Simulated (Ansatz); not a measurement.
C2H6AlNO can be A, `[CH3][AlH][C](=N)O`, or B, `C/C(O)=[N]\[AlH2]`.

Isolated molecules relaxed with PBE0-D4/def2-TZVP in Ansatz; ΔE leaves out vibrations. CCSD(T)/CBS is the MP2 limit (def2-TZVPP, def2-QZVPP) plus CCSD(T) − MP2 in def2-TZVPP, frozen cores. Functionals use def2-TZVPP. B3LYP here is the variant with VWN-RPA as its local correlation; programs differ in this. One conformer a species, not always the lowest.

Problem. Which is lower in electronic energy at CCSD(T)/CBS, and by how much? (An estimate is asked.)

Solution. The calculation gave: B, by 17.2 kcal/mol.

Problem. Give E(B) − E(A) in kcal/mol with CCSD(T)/def2-TZVPP, CCSD/def2-TZVPP, HF/def2-TZVPP, MP2/def2-TZVPP, PBE0-D4, B3LYP, B2PLYP. (An estimate is asked.)

Solution. Ansatz gave: CCSD(T)/def2-TZVPP -17.9, CCSD/def2-TZVPP -18.4, HF/def2-TZVPP -22.6, MP2/def2-TZVPP -18.8, PBE0-D4 -17.9, B3LYP -18.7, B2PLYP -18.8. None reverses the order clearly.

Largest T1 diagnostic: 0.014.

From PBE to PBE0 (25 % exact exchange), in def2-TZVPP and without D4, E(B) − E(A) moves by −1.2 kcal/mol. In def2-TZVPP, CCSD(T) changes the Hartree–Fock value by +4.7 kcal/mol (the triples alone add +0.5 kcal/mol) and MP2 by +3.8 kcal/mol.
